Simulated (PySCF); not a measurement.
PySCF input (B3PW91/6-31G* (5d)):

```python
from pyscf import gto, dft

mol = gto.M(
    atom='''
    C    -0.98678700   -1.03445100   -0.57141900
    C     0.23494300   -0.12708300   -0.53220200
    C     1.51139700   -0.86176700   -0.09731100
    C     0.03264500    1.07922700    0.35474200
    O    -0.96096500    1.32087300    0.98859700
    H    -1.18955200   -1.44910200    0.41713800
    H    -1.87546200   -0.48709200   -0.88436900
    H    -0.82499000   -1.86191600   -1.26379100
    H     0.42112700    0.28673500   -1.53365600
    H     1.74532700   -1.66297400   -0.79889900
    H     2.37033800   -0.18884600   -0.05706700
    H     1.38122400   -1.30610100    0.89168200
    H     0.90652300    1.76675700    0.39732500
    ''',
    basis='6-31g*',
    charge=0,
    spin=0,
    verbose=4,
)

mf = dft.RKS(mol, xc='b3pw91')
mf.grids.level = 3
mf.conv_tol = 1e-9
mf.max_cycle = 100
mf.max_memory = 1500
mf.kernel()
if not mf.converged:
    mf = mf.newton()
    mf.kernel(mf.make_rdm1())
mf.dip_moment()
```

From the output:

```
DIIS = <class 'pyscf.scf.diis.CDIIS'>
diis_start_cycle = 1
diis_space = 8
diis_damp = 0
SCF conv_tol = 1e-09
SCF conv_tol_grad = None
SCF max_cycles = 100
direct_scf = True
direct_scf_tol = 1e-13
XC library pyscf.dft.libxc version 7.1.2
    S. Lehtola, C. Steigemann, M. J. T. Oliveira, and M. A. L. Marques,  SoftwareX 7, 1–5 (2018)
XC functionals = b3pw91
    A. D. Becke,  J. Chem. Phys. 98, 5648 (1993)
radial grids:
    Treutler-Ahlrichs [JCP 102, 346 (1995); DOI:10.1063/1.469408] (M4) radial grids

becke partition: Becke, JCP 88, 2547 (1988); DOI:10.1063/1.454033
pruning grids: <function nwchem_prune>
grids dens level: 3
symmetrized grids: False
atomic radii adjust function: <function treutler_atomic_radii_adjust>
small_rho_cutoff = 0
Set gradient conv threshold to 3.16228e-05
Initial guess from minao.
tot grids = 149024
init E= -232.698439169752
  HOMO = -0.32657629613791  LUMO = -0.107765132628826  gap/eV = 5.95416
cycle= 1 E= -232.227405897753  delta_E= 0.471  |g|= 0.809  |ddm|= 3.12
  HOMO = -0.090357554715558  LUMO = 0.0617938848851241  gap/eV = 4.14025
cycle= 2 E= -231.758891679864  delta_E= 0.469  |g|= 1.71  |ddm|= 2.53
  HOMO = -0.240891825172886  LUMO = -0.0091925765477705  gap/eV = 6.30486
cycle= 3 E= -232.359925141829  delta_E= -0.601  |g|= 0.18  |ddm|= 1.98
  HOMO = -0.250309985398352  LUMO = -0.0229068309171327  gap/eV = 6.18796
cycle= 4 E= -232.36731935027  delta_E= -0.00739  |g|= 0.0653  |ddm|= 0.229
  HOMO = -0.250829826495048  LUMO = -0.0211194965507433  gap/eV = 6.25074
cycle= 5 E= -232.368306444709  delta_E= -0.000987  |g|= 0.0117  |ddm|= 0.066
  HOMO = -0.249852928039787  LUMO = -0.0192001498578032  gap/eV = 6.27638
cycle= 6 E= -232.368336197199  delta_E= -2.98e-05  |g|= 0.0036  |ddm|= 0.0114
  HOMO = -0.250261974329028  LUMO = -0.0195543537526319  gap/eV = 6.27787
cycle= 7 E= -232.368338999242  delta_E= -2.8e-06  |g|= 0.000894  |ddm|= 0.0044
  HOMO = -0.250365695684363  LUMO = -0.0196013218059665  gap/eV = 6.27942
cycle= 8 E= -232.368339150216  delta_E= -1.51e-07  |g|= 0.000228  |ddm|= 0.00101
  HOMO = -0.250358741811898  LUMO = -0.0195851570734655  gap/eV = 6.27967
cycle= 9 E= -232.368339161482  delta_E= -1.13e-08  |g|= 5.07e-05  |ddm|= 0.000246
  HOMO = -0.250368201979144  LUMO = -0.0195925977985669  gap/eV = 6.27972
cycle= 10 E= -232.368339162049  delta_E= -5.67e-10  |g|= 1.06e-05  |ddm|= 8.08e-05
  HOMO = -0.250364796365571  LUMO = -0.019589909692165  gap/eV = 6.27970
Extra cycle  E= -232.368339162048  delta_E= 1.25e-12  |g|= 1.13e-05  |ddm|= 2.67e-05
converged SCF energy = -232.368339162048
Dipole moment(X, Y, Z, Debye):  1.87502, -1.04683, -1.50886
```

The geometry given is a B3LYP-D3(BJ)/def2-TZVP minimum.
